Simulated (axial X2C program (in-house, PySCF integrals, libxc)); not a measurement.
PdS⁺ at several levels of theory

Computed with an axial X2C code built on PySCF integrals. Spin-free means the one-electron spin-free X2C Hamiltonian; two-component (2c) means X2C with spin–orbit coupling and atomic mean-field two-electron Coulomb and Gaunt terms, so the difference of the two also holds small scalar two-electron terms. Basis: Pd dyall-cv3z [12s12p8d5f3g], S dyall-av3z [9s8p3d2f] (cores contracted in-house); Gaussian nuclei, density fitting, unrestricted open shells. Masses: Pd 105.903 u, S 31.972 u.

Input file and command:
```json
{"zs": [46, 16], "q": 1, "bas": ["dyall-cv3z", "dyall-av3z"], "levels": ["PBE0", "HF", "PW91"], "cc": true, "r0": 2.11, "thr": -2.0, "nmax": 90, "npts": 10, "nst": 2, "ntry": 6}
```
```bash
python so2c.py task.json out
```

Keys: zs atomic numbers; q charge; bas basis sets; levels methods; cc coupled cluster on or off; r0 starting distance in Å; thr threshold in hartree for freezing inner shells (an s shell follows its p shell); nmax most natural virtual spinors; npts points on the curve; nst determinants followed; ntry starts of the search. HF also brings MP2.

State, spin-free: M_S = 3/2, Λ = 0 (beyond evenly filled blocks: σα, π+α, π-α); electrons by block: σα: 14, σβ: 13, π+α: 7, π+β: 6, π-α: 7, π-β: 6, δ+α: 2, δ+β: 2, δ-α: 2, δ-β: 2. Fragments: Pd+ + S.

State, 2c: Ω = 3/2 (⟨Sz⟩ = 1.49, ⟨Lz⟩ = 0.01 at PBE0); electrons by block: 1/2: 20, -1/2: 20, 3/2: 9, -3/2: 8, 5/2: 2, -5/2: 2. Fragments: Pd+ + S.

| Hamiltonian | level | Re (Å) | ωe (cm⁻¹) | ωexe (cm⁻¹) | Be (cm⁻¹) | αe (cm⁻¹) | De (eV) | k (mdyn/Å) | μ (D) |
| --- | --- | --- | --- | --- | --- | --- | --- | --- | --- |
| spin-free | PBE0 | 2.122 | 395.2 | 2.79 | 0.1524 | 0.0011 | 2.63 | 2.26 | -0.04 |
| spin-free | MP2 | 2.139 | 269.6 | n/a | 0.1501 | 0.000808 | 2.02 | 1.05 | n/a |
| spin-free | CCSD | 2.177 | 298.2 | 2.48 | 0.1448 | 0.00149 | 1.98 | 1.29 | n/a |
| spin-free | CCSD(T) | 2.132 | 338.1 | 3.38 | 0.151 | 0.00155 | n/a | 1.65 | n/a |
| spin-free | PW91 | 2.119 | 422.1 | 2.03 | 0.1529 | 0.000875 | 3.48 | 2.58 | 0.02 |
| 2c | PBE0 | 2.123 | 393.2 | 2.83 | 0.1522 | 0.00112 | n/a | 2.24 | -0.05 |
| 2c | MP2 | 2.155 | 260.6 | n/a | 0.1479 | 0.000861 | n/a | 0.983 | n/a |
| 2c | PW91 | 2.120 | 421.3 | 2.04 | 0.1528 | 0.000877 | n/a | 2.57 | 0.01 |

Correlated methods: 15 electrons correlated (number of frozen shells: Pd 4 s, 3 p, 1 d; S 2 s, 1 p), 289 virtual spin orbitals or spinors in MP2.

Dipoles are positive if S is the positive end and refer to the centre of mass.

The state is one determinant whose occupation by symmetry is held fixed; it was picked as the lowest of a PBE0 search that is not exhaustive. Dissociation energies refer to the lowest single-determinant-based atoms at the same level and basis. De is not given where an atomic determinant may have missed its ground term or J level, or where the truncated virtual space spoils (T). Density functionals use the spin component along the axis (collinear). CCSD and (T) use frozen natural virtuals with an MP2 correction for the truncation; (T) itself is uncorrected, so its De runs slightly low. PBE0 can misorder states that lie within some tenths of an eV, so this need not be the ground state of the molecule. The nearest other spin-free determinant of the search, M_S = 1/2, Λ = 0, lies 0.25 eV up at the distance of the search. Without a current term, density functionals place determinants with orbital angular momentum somewhat too high. With several unpaired electrons one determinant need not be a pure state. This is the top spin component of a Σ state; components of lower Ω are not single determinants and can lie lower. The T1 diagnostic is large, a sign of multireference character.

No reliable constants came from CCSD (2c), CCSD(T) (2c), HF (2c), HF (spin-free): no minimum in range, unconverged points, a curve that is not smooth, a change of character along it, or the two Hamiltonians disagreeing along it.

Rough cost a point (2c) on 1 thread(s) of a shared host, integrals apart: PBE0 0.9 s, PW91 0.4 s.

The whole task took 3.6 min on 1 thread of Arm Neoverse V2 (shared host).
